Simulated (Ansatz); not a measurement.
Geometry optimisation, UHF/def2-SVP (Ansatz 0.2.0).

Input:

```yaml
crystal:
  periodic: [false, false, false]
  atoms:
    - { symbol: Ge, position_ang: [0.000326, 0.0, -0.070546] }
    - { symbol: H, position_ang: [0.000126, 0.0, 1.473171] }
    - { symbol: H, position_ang: [1.446769, 0.0, -0.577267] }
    - { symbol: H, position_ang: [-0.722797, 1.2526, -0.577547] }
    - { symbol: H, position_ang: [-0.722797, -1.2526, -0.577547] }
    - { symbol: F, position_ang: [-2.6e-05, 0.0, 3.601138] }
magnetization:
  spin_polarized: true
  initial_magnetization: 1
basis:
  gaussian: { orbitals: def2-SVP }
hamiltonian:
  xc: hf
relax:
  f_tol: 0.03
  max_steps: 50
```

Launched with:

```bash
$ ansatz run input.yaml --threads 1 --pin off --max-ram 2048MiB --backend cpu --events-out ev --progress --plain --runs-dir out
```

Task: Where does it end, and by what steps?

Result: The forces met the threshold. The force dipped under the threshold on the way, but the program's further checks kept it going. After 10 steps the energy has fallen by 0.071 eV; F6 moved furthest, 0.78 Å.

```
step  energy less start (eV)  largest force component (eV/Å)  accepted
   0                  0.0000                           0.424       yes
   1                 -0.0201                           0.182       yes
   2                 -0.0454                           0.205       yes
   3                 -0.0578                           0.041       yes
   4                 -0.0655                           0.059       yes
   5                 -0.0662                           0.047       yes
   6                 -0.0677                           0.191       yes
   7                 -0.0702                           0.072       yes
   8                 -0.0709                           0.004       yes
   9                 -0.0709                           0.016        no
  10                 -0.0709                           0.004       yes
```

```xyz
6
Properties=species:S:1:pos:R:3
Ge 0.000 0.000 -0.221
H -0.001 0.000 1.312
H 1.446 0.000 -0.733
H -0.722 1.252 -0.734
H -0.722 -1.252 -0.734
F 0.001 0.000 4.382
```

Time of the run: 41 s on 1 thread of Arm Neoverse V2 (shared host), peak memory 0.18 GiB.
